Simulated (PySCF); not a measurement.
CH₃ISSe. Atoms are numbered in the order given.

```xyz
7

Se    -0.1318    -0.6343     1.0421
I      0.7160     1.3251    -0.3896
S     -0.7046    -2.1463    -0.3878
C     -2.3570    -1.6205    -0.9118
H     -3.0427    -1.5543    -0.0570
H     -2.7126    -2.3906    -1.6132
H     -2.2996    -0.6551    -1.4342
```

Coordinates come from a PBE0-D3(BJ)/def2-SVP optimisation. The structure was generated by enumeration, and PubChem lists no compound with its InChIKey, so it may never have been made. The def2 effective core potentials stand for the cores of I; spin–orbit coupling is left out. The values are those of a single conformer.

Calculation: PBE/def2-TZVP (PySCF).

ESP charges are fitted to the potential on shells at 1.4 to 2.0 van der Waals radii. Atomic charges (e):

| atom | Mulliken | ESP fit |
|---|---|---|
| Se1 | ___ | 0.02 |
| I2 | -0.10 | -0.08 |
| S3 | ___ | -0.05 |
| C4 | -0.33 | -0.32 |
| H5 | ___ | 0.14 |
| H6 | ___ | 0.18 |
| H7 | ___ | 0.11 |

Q: Fill in the missing entries. (The exact figures need the calculation; the answer reports its results.)

A: 
- Se1, Mulliken: 0.02
- S3, Mulliken: -0.05
- H5, Mulliken: 0.15
- H6, Mulliken: 0.14
- H7, Mulliken: 0.16

Computed Mayer and Wiberg (Löwdin basis) orders of the bonds:
```csv
bond,Mayer,Wiberg
Se1–I2,1.02,1.54
Se1–S3,1.31,1.79
S3–C4,1.02,1.50
C4–H5,0.95,0.94
C4–H6,0.94,0.92
C4–H7,0.95,0.93
```
